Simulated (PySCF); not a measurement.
C6H7FN (doublet state).
Cartesian coordinates in Å at the GFN2-xTB level; atoms count from 1:
```xyz
15
C6H7FN angstrom
C     -2.0193   -0.3723   -0.3213
C     -0.5819   -0.0597   -0.1241
C     -0.0048    1.1343   -0.4475
C      1.3607    1.3457   -0.2265
C      2.1142    0.3120    0.3630
N      1.6418   -0.8352    0.7147
C      0.2880   -1.1445    0.4501
F     -0.2885   -1.6345    1.6272
H     -2.4571   -0.7133    0.6175
H     -2.5630    0.4981   -0.6791
H     -2.1336   -1.1847   -1.0413
H     -0.6123    1.9283   -0.8605
H      1.8186    2.2945   -0.4511
H      3.1636    0.4671    0.5810
H      0.2694   -2.0279   -0.2240
```

The species is `CC1=CC=C[N][C@H]1F` [radical].

Theory: UKS B3LYP, pcH-1 on C F H N, non-relativistic, mean-field spin-orbit, GIAO (PySCF 2.14.0). Geometry: GFN2-xTB; no solvent, vibrations or thermal averaging. A GFN2-xTB geometry isn't a minimum of the functional, and hyperfine couplings can be far from their values at a DFT geometry. The SCF solution wasn't tested for stability. ⟨S²⟩ is 0.779 where a pure state has 0.75.

Problem. What is the g tensor, term by term?

Solution. 
```csv
Δg (ppm),1,2,3
relativistic mass correction,-175,-175,-175
gauge correction,0,48,39
orbital Zeeman/spin–orbit,-484,618,2121
total,-658,491,1986
```

So g = 2.00166, 2.00281, 2.00430 and g_iso = 2.00293; the tensor is rhombic: the two nearest values differ by 43 % of g3 − g1. Axes: g3 points within 15° of the C2–C3 bond.

Problem. What effective moment and Curie constant follow for a powder?

Solution. With the mean of g² = 4.0117 and S(S+1) = 0.75: μ_eff = √(⟨g²⟩S(S+1)) = 1.735 μB and χT = 0.12505·⟨g²⟩·S(S+1) = 0.376 cm³ K/mol (cgs; spin-Hamiltonian part alone).

Problem. What are the electron Larmor frequencies g μB B/h along the three axes at 350 mT?

Solution. 9.8055, 9.8111, 9.8185 GHz for g1, g2 and g3, a range of 13.0 MHz.

Problem. In a frozen sample, at which fields do the three g values resonate at 9.5, 34, 94 and 263 GHz (hyperfine left aside), and which band first spreads them over more than twice a line width of 0.3 mT?

Solution. 
```
band    GHz  B(g3) mT  B(g2) mT  B(g1) mT  spread mT
   X    9.5    338.65    338.90    339.10       0.45
   Q   34.0   1212.00   1212.91   1213.60       1.60
   W   94.0   3350.83   3353.33   3355.26       4.43
   J  263.0   9375.20   9382.19   9387.58      12.38
```

The spread grows in proportion to the frequency. Q band is the first where it exceeds 0.6 mT.

Largest spin populations (Mulliken): C4 (+0.55), C2 (+0.44), N6 (+0.30) and C3 (-0.20). Three atoms exceed +0.15. The positive populations add up to 1.44 and the negative ones to -0.44, together 2S = 1. The angles at C4 add up to 359.9°, so it is planar.

The HOMO–LUMO gaps are 5.00 eV among the α and 3.67 eV among the β orbitals.

The SMILES draws the unpaired electron on N6; the largest computed Mulliken spin population is on C4 (0.55 against 0.30).
